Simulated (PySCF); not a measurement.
ZnBr, SMILES [Zn][Br] (connectivity only; charge and spin as stated), neutral, multiplicity 2.

Geometry: PBE-D3(BJ)/def2-TZVP. The multiplicity is an assumed one; other spin states were not compared.

Computed with PBE-D3(BJ)/def2-TZVP in PySCF.

Frequencies are harmonic and unscaled.

List the normal modes with their intensities. (Estimate from the structure and the level; the computed values follow.)


```tsv
mode	ν (cm⁻¹)	IR (km/mol)	moving atoms (share of kinetic energy)
1	255	19.8	Zn 55 %, Br 45 %
```
